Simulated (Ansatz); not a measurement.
Computed with Ansatz on PBE0-D4/def2-TZVP structures; ΔE is electronic, products minus reactants. CCSD(T)/CBS is the MP2 limit (def2-TZVPP, def2-QZVPP) plus CCSD(T) − MP2 in def2-TZVPP, frozen cores. def2 core potentials past Kr. For Br, I outer-core shells are correlated without core-valence functions, which leaves a few kJ/mol of doubt a bond. Scalar relativity is left out up to krypton. One conformer a species, not always the lowest.

`OC(O)I` + HBr → `OC(O)Br` + HI  (substitution at a C–I bond)

| species | HF/def2-TZVPP energy (Eh) |
| --- | --- |
| `OC(O)I` | -486.07051 |
| HBr | -2573.00153 |
| `OC(O)Br` | -2761.83252 |
| HI | -297.24257 |

Question: Work out ΔE.

Answer: ΔE = (-2761.83252) + (-297.24257) − (-486.07051) − (-2573.00153) = -0.00305 Eh = -8.0 kJ/mol. CCSD(T)/CBS gives +3.4 kJ/mol.

Largest T1 diagnostic among the species: 0.010.

In def2-TZVPP, CCSD(T) changes the Hartree–Fock value by +6.6 kJ/mol (the triples alone add +1.8 kJ/mol) and MP2 by +9.6 kJ/mol. At CCSD(T), def2-SVP lies −5.7 kJ/mol from the extrapolated value and def2-TZVPP −4.8 kJ/mol.
